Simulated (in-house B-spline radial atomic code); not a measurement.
Computed with a B-spline radial atomic code. Model: two electrons, singlet ground state, non-relativistic, full CI in B-splines with partial waves to l = 8 (at full coupling up to 3e-4 hartree above the limit, correlation up to 0.6 % small), density held at that of full coupling by Lieb maximisation.

W(λ) is the mean repulsion in the state of coupling λ less the Hartree energy of the fixed density. Its start is exact exchange, its initial slope is twice the second-order Görling-Levy correlation energy, and its area from 0 to 1 is E_xc. A straight curve means weak, dynamic correlation, and a curve that drops fast and flattens means strong correlation.

Command:
```bash
python run_ac.py task.json out
```
Settings (lengths in bohr, energies in hartree):
```
potential              coulomb
strength               1.39
lmax                   8
wall_radius            0.457
```

Run time, properties included: 3.3 s on 1 thread of Intel(R) Xeon(R) Processor @ 2.30GHz, on a shared host.

**W = mean repulsion less Hartree energy, and W of three functionals.**

Given: confinement point charge; nuclear charge 1.39; hard wall radius 0.457 bohr; external potential -Z/r.

Computed: LDA exchange minus exact 559.5 millihartree; PBE exchange minus exact 179.88 millihartree.

```
coupling  W xc (hartree)  W xc minus exchange (millihartree)  kinetic minus Kohn-Sham (millihartree)  LDA (PW92) W minus its exchange (millihartree)  PBE W minus its exchange (millihartree)  SCAN W minus its exchange (millihartree)
       0         -4.0324                                   0                                       0                                               0                                        0                                         0
    0.02         -4.0345                              -2.116                                       0                                          -15.45                                    -3.53                                     -1.96
    0.05         -4.0377                              -5.279                                     0.1                                          -33.02                                    -8.79                                     -4.87
    0.12          -4.045                             -12.614                                     0.7                                          -66.57                                   -20.87                                    -11.58
    0.25         -4.0585                             -26.068                                     3.2                                          -117.1                                   -42.57                                    -23.79
     0.4         -4.0737                             -41.326                                     8.2                                          -165.9                                   -66.51                                    -37.54
     0.6         -4.0936                             -61.236                                    18.1                                          -221.9                                   -96.85                                    -55.41
     0.8         -4.1131                             -80.662                                    31.7                                         -271.13                                  -125.58                                    -72.79
       1               ?                                   ?                                       ?                                               ?                                        ?                                         ?
     1.4         -4.1686                             -136.18                                    92.6                                         -394.07                                  -204.07                                   -122.37
       2         -4.2202                             -187.83                                   180.2                                         -494.06                                  -273.52                                   -168.63
       3         -4.2986                             -266.21                                   375.4                                         -630.58                                  -374.59                                   -239.45
     4.5               ?                                   ?                                       ?                                               ?                                        ?                                         ?
       7         -4.5382                             -505.81                                  1539.4                                         -995.45                                  -669.53                                   -465.27
      10         -4.6645                             -632.05                                  2603.8                                           -1176                                  -824.89                                   -592.65
```

(1) What belongs in the row 1?

(2) What belongs in the row 4.5?

(3) What is the SCAN exchange minus exact?

**Energy parts, natural occupations and partial-wave weights.**

Computed: total energy 35.9728 hartree; exchange energy -4.0324 hartree; correlation energy -0.050837 hartree; initial slope twice GL2 -0.1059 hartree; kinetic part over minus potential part 0.48969; Hartree energy 8.0648 hartree; Lieb Oxford ratio E_xc over LDA exchange 1.1757.

```
natural  occupation of the shell (electrons)
      s                               1.9986
      p                            0.0012844
      d                                    ?
      s                           4.6657e-05
      f                           9.1948e-06
      p                           8.7713e-06
```

(4) What belongs in the row d?

```
wave      weight
   s     0.99931
   p  0.00064681
   d  3.4201e-05
   f           ?
   g  1.1582e-06
```

(5) What belongs in the row f?

(6) What is the Kohn-Sham kinetic?

(7) What is the kinetic part of the DFT correlation energy?

## Answers

(1) W xc (hartree): -4.132; W xc minus exchange (millihartree): -99.619; kinetic minus Kohn-Sham (millihartree): 48.8; LDA (PW92) W minus its exchange (millihartree): -315.56; PBE W minus its exchange (millihartree): -152.93; SCAN W minus its exchange (millihartree): -89.72.

(2) W xc (hartree): -4.4007; W xc minus exchange (millihartree): -368.26; kinetic minus Kohn-Sham (millihartree): 756; LDA (PW92) W minus its exchange (millihartree): -792.28; PBE W minus its exchange (millihartree): -501.54; SCAN W minus its exchange (millihartree): -333.56.

(3) -17.219 millihartree.

(4) occupation of the shell (electrons): 6.6154e-05.

(5) weight: 4.9331e-06.

(6) 47.588 hartree.

(7) 0.048783 hartree.

Half-way to full coupling W has made 51 % of its drop, against 50 % for a straight line, and second-order (GL2) theory, half the initial slope, overshoots the correlation energy by about 4 %: correlation is weak here. Over couplings 0 to 1 the errors in E_xc come to about +426 millihartree for LDA, +151 millihartree for PBE, -12 millihartree for SCAN, so SCAN is nearest. In LDA and PBE and SCAN the errors of exchange and correlation have opposite signs, so the sum is smaller than the larger of the two.
